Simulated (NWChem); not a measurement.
Species: ZrH4O; SMILES [OH][ZrH3]

def2 effective core potentials on Zr; no spin-orbit coupling.

**Question.** Give the equilibrium geometry at PBE0/def2-SVP with def2 effective core potentials on Zr (NWChem) as a list of bonds and angles, with the point group.

**Answer.** point group C3v; any orientation.
Bonds (Å): Zr1–O2 1.880, Zr1–H4 1.859, Zr1–H5 1.859, Zr1–H6 1.859, O2–H3 0.958. Bond angles (°): O2–Zr1–H4 107.3, O2–Zr1–H5 107.2, O2–Zr1–H6 107.2, H4–Zr1–H5 111.6, H4–Zr1–H6 111.6, H5–Zr1–H6 111.6, Zr1–O2–H3 179.6.
